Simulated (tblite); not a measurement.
**Question.** Write Cartesian coordinates for `N1[Si@H](P)CC[Si@H]1C(C)=C` as optimised with GFN2-xTB.

**Answer.** 
```
atom  x, y, z in Å
C1    -2.496   -1.336   -0.349
C2    -2.219   -0.184    0.246
C3    -3.285    0.830    0.522
Si4   -0.475    0.297    0.779
C5     0.378    1.496   -0.426
C6     1.877    1.199   -0.418
Si7    2.077   -0.687   -0.314
P8     3.883   -1.302    0.865
N9     0.643   -1.017    0.590
H10   -1.728   -2.066   -0.546
H11   -3.496   -1.598   -0.664
H12   -3.028    1.778    0.051
H13   -3.358    1.009    1.594
H14   -4.255    0.504    0.154
H15   -0.469    0.789    2.168
H16   -0.010    1.328   -1.433
H17    0.195    2.544   -0.192
H18    2.329    1.655    0.465
H19    2.365    1.640   -1.286
H20    1.993   -1.324   -1.645
H21    4.772   -1.009   -0.153
H22    3.803   -2.629    0.486
H23    0.498   -1.890    1.064
```

Orientation and origin are arbitrary. Atoms count from 1 in this order. Si4 (SiH silicon) has angles from 96.8° to 113.4°. Of the pairs four or more bonds apart, H11···H14 is among the closest relative to their van der Waals radii: 2.38 Å, 99 % of the sum of Bondi's values. The 3 C–C bonds span 1.326 Å (C1=C2, drawn double) to 1.528 Å (C5–C6, drawn single), a spread of 0.202 Å. P8 (three-coordinate phosphorus) is pyramidal (angles 94.2°, 94.1° and 92.2°, sum 280.5°, 0.85 Å off the plane of its three neighbours).

Bonds between heavy atoms (Å): C1=C2 1.326, C2–C3 1.497, C2–Si4 1.885, Si4–C5 1.902, C5–C6 1.528, C6–Si7 1.899, Si7–P8 2.243, Si7–N9 1.727, Si4–N9 1.736.

Computed geometry: GFN2-xTB, gas phase.

Point group: C1 (no symmetry element, even within 0.4 Å). Its GFN2-xTB frequencies are all real (lowest 29 cm⁻¹). One conformer, not necessarily the lowest (C1–C2–Si4–C5 101°, C6–Si7–P8–H -77° and -169°, C2–Si4–C5–C6 -147°, Si4–C5–C6–Si7 39°, C5–C6–Si7–P8 -146°, C6–Si7–N9–Si4 10°).

The run took 2.7 s on an Intel Xeon 6975P-C with one thread, no GPU, shared host with 32 logical CPUs at a one-minute load of 18. This is the geometry optimisation.
